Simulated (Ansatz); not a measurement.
CH₄BClOS (SMILES CSB(O)Cl), singlet, geometry from GFN2-xTB, with bond 8-6 at 1.8 times its length; CASSCF(2,2)/STO-3G (Ansatz, a program for electronic structure).

The Ansatz input:
Ansatz 0.2 input:
```yaml
crystal:
  periodic: [false, false, false]
  atoms:
    - {symbol: B, position_ang: [0.22045174, 0.26356750, 0.33238946]}
    - {symbol: Cl, position_ang: [0.09453729, -0.04923887, 2.05268952]}
    - {symbol: O, position_ang: [0.95653694, 1.27763124, -0.13536381]}
    - {symbol: H, position_ang: [1.41759033, 1.83446129, 0.49382510]}
    - {symbol: S, position_ang: [-0.65266549, -0.79335573, -0.83053364]}
    - {symbol: C, position_ang: [-0.17634058, -0.02786798, -2.41965120]}
    - {symbol: H, position_ang: [-0.51749839, 1.00110349, -2.43687761]}
    - {symbol: H, position_ang: [-1.05170526, -1.06764462, -3.81943906]}
    - {symbol: H, position_ang: [0.90156543, -0.07097016, -2.52794942]}
basis:
  gaussian:
    orbitals: STO-3G
hamiltonian:
  xc: hf
magnetization: {spin_polarized: false}
correlation: {active_space: {window: {electrons: 2, orbitals: 2}}}
```

The log (banner, timings and long lists left out):

```
Functional definition: HF
463 factors; integrals over basis functions are off by at most 4.6e-5 eV
mean field evaluation 1: about -26816.6068 eV, gradient 2.9e1 eV
mean field evaluation 2: about -26816.7216 eV, gradient 2.9e1 eV
mean field evaluation 4: about -26820.1939 eV, gradient 2.3e0 eV
mean field evaluation 8: about -26820.2168 eV, gradient 9.1e-5 eV
mean field -26820.21678631 eV, -985.6247875010 hartree, gradient 1.5e-6 eV, S^2 0.000000; 0 other end points of the search recorded, 0 dependent functions left out
reference -26820.21678631 eV, -985.6247875010 hartree; 28, 28 occupied and 9, 9 virtual orbitals, 463 factors
state -26822.57094937 eV, -985.7113013977 hartree
Total energy: -26822.57094937 eV, -985.7113013977 hartree
```
